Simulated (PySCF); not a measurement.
Compound: C6H13NO.
Atom-mapped SMILES: `[CH3:1][N:2]([CH:3]=[O:4])[C:5]([CH3:6])([CH3:7])[CH3:8]` (hydrogens: H9, H10, H11 on C1; H12 on C3; H13, H14, H15 on C6; H16, H17, H18 on C7; H19, H20, H21 on C8)

Geometry (PBE0-D3(BJ)/def2-SVP, Å), atoms numbered from 1 in this order:
```
atom  x, y, z in Å
C1     1.895   -0.254   -0.065
N2     0.817    0.578    0.416
C3     1.151    1.670    1.157
O4     2.277    2.010    1.453
C5    -0.609    0.280    0.137
C6    -0.730   -0.988   -0.709
C7    -1.354    0.050    1.457
C8    -1.236    1.440   -0.645
H9     2.827    0.203    0.289
H10    1.922   -0.304   -1.165
H11    1.835   -1.281    0.329
H12    0.262    2.253    1.484
H13   -1.794   -1.185   -0.900
H14   -0.231   -0.884   -1.682
H15   -0.317   -1.868   -0.196
H16   -1.359    0.950    2.089
H17   -0.881   -0.763    2.028
H18   -2.402   -0.227    1.266
H19   -2.282    1.213   -0.900
H20   -1.230    2.376   -0.067
H21   -0.682    1.615   -1.579
```

Level of theory: PySCF, PBE0-D3(BJ)/def2-SVP geometry optimisation, gas phase.

Take the most abundant isotopes and a rigid rotor. The values belong to one conformer with, in the numbering `[CH3:1][N:2]([CH:3]=[O:4])[C:5]([CH3:6])([CH3:7])[CH3:8]`, C1–N2–C3–O4 0°.

(1) Give the principal moments of inertia and the rotational constants in cm⁻¹.

(2) Classify the top.

(3) Is it planar, by Δ = Ic − Ia − Ib?

(4) Give the other two planar moments, Paa and Pbb, and the rms extents of the mass along the axes.

(5) Where do the levels up to J = 4 lie, in MHz?

(6) Which types of transition are allowed, and where do some lines up to J = 4 fall?

(7) Estimate the classical rotational partition function at 50 K, 200 K and 298.15 K.

## Answers

(1) Ia = 169.32, Ib = 331.25, Ic = 385.33 u·Å²; 505379 MHz·u·Å²/I gives 2985, 1526 and 1312 MHz, that is A = 0.09956, B = 0.05089, C = 0.04375 cm⁻¹.

(2) An asymmetric top: κ = (2 × 1526 − 2985 − 1312)/(2985 − 1312) = -0.74.

(3) Not planar: Δ = Ic − Ia − Ib = -115.24 u·Å². For a rigid frame Δ = −2 Σ m c², so Σ m c² = 57.62 u·Å² lies off the ab plane: 19.43 from hydrogen and 38.19 from heavier atoms. The atom farthest from that plane is 2.16 Å away.

(4) Paa = Σ m a² = (Ib + Ic − Ia)/2 = 273.63 and Pbb = Σ m b² = (Ia + Ic − Ib)/2 = 111.70 u·Å². With the mass M = 115.10 u, the rms extents √(P/M) along a, b and c are 1.54, 0.99, 0.71 Å.

(5) Above 0(0,0):
J = 1: 1(0,1) 2837, 1(1,1) 4296, 1(1,0) 4510
J = 2: 2(0,2) 8490, 2(1,2) 9757, 2(1,1) 10399, 2(2,1) 14776, 2(2,0) 14798
J = 3: 3(0,3) 16915, 3(1,3) 17934, 3(1,2) 19217, 3(2,2) 23288, 3(2,1) 23396, 3(3,1) 31131, 3(3,0) 31133
J = 4: 4(0,4) 28058, 4(1,4) 28815, 4(1,3) 30946, 4(2,3) 34619, 4(2,2) 34934, 4(3,2) 42520, 4(3,1) 42530, 4(4,1) 53447, 4(4,0) 53447
The levels of one J sum to (2J + 1)J(J + 1)(A + B + C)/3.

(6) The dipole components are |μa| = 4.09 D, |μb| = 0.65 D, |μc| = 0.00 D; the mirror of this Cs structure is the ab plane, so μc vanishes by symmetry and there are no c-type lines. The squared components, which scale the intensities, stand as 1.00 : 0.03 (a : b). Some lines, for components of 0.1 D or more:

```csv
type,branch,"J(Ka,Kc)",MHz,lower level (cm⁻¹)
b,Q,"1(1,0) ← 1(0,1)",1673,0.095
a,R,"1(0,1) ← 0(0,0)",2837,0.000
b,R,"4(2,2) ← 3(3,1)",3802,1.038
b,Q,"3(2,1) ← 3(1,2)",4178,0.641
b,R,"1(1,1) ← 0(0,0)",4296,0.000
b,Q,"2(2,0) ← 2(1,1)",4399,0.347
b,Q,"2(2,1) ← 2(1,2)",5020,0.325
b,Q,"3(2,2) ← 3(1,3)",5354,0.598
a,R,"2(0,2) ← 1(0,1)",5653,0.095
b,R,"3(0,3) ← 2(1,2)",7159,0.325
b,Q,"4(3,1) ← 4(2,2)",7596,1.165
b,R,"4(1,3) ← 3(2,2)",7658,0.777
b,Q,"3(3,0) ← 3(2,1)",7737,0.780
b,Q,"3(3,1) ← 3(2,2)",7844,0.777
a,R,"3(1,3) ← 2(1,2)",8177,0.325
b,R,"4(0,4) ← 3(1,3)",10124,0.598
a,R,"4(1,4) ← 3(1,3)",10881,0.598
b,Q,"4(4,0) ← 4(3,1)",10917,1.419
a,R,"4(2,3) ← 3(2,2)",11332,0.777
a,R,"4(3,2) ← 3(3,1)",11389,1.038
a,R,"4(3,1) ← 3(3,0)",11397,1.038
b,R,"4(1,4) ← 3(0,3)",11899,0.564
b,R,"3(3,1) ← 2(2,0)",16333,0.494
b,R,"4(2,2) ← 3(1,3)",17000,0.598
b,R,"4(3,2) ← 3(2,1)",19124,0.780
```

(7) Point group Cs, symmetry number σ = 1; q = (√π/σ)·√((kT/h)³/(ABC)), k/h = 20836.6 MHz/K: 24400 at 50 K, 195000 at 200 K, 355000 at 298.15 K.

PBE0-D3(BJ)/def2-SVP frequencies: not computed here. Constants of a rigid frame at the computed geometry: no zero-point averaging, no centrifugal distortion. A rigid rotor knows nothing of internal rotation, which can split or shift real lines. Quadrupole hyperfine structure (14N) is left out.

On an Arm Neoverse V2 with one thread, no GPU, on a shared host, this took 87 s. This is the geometry optimisation.
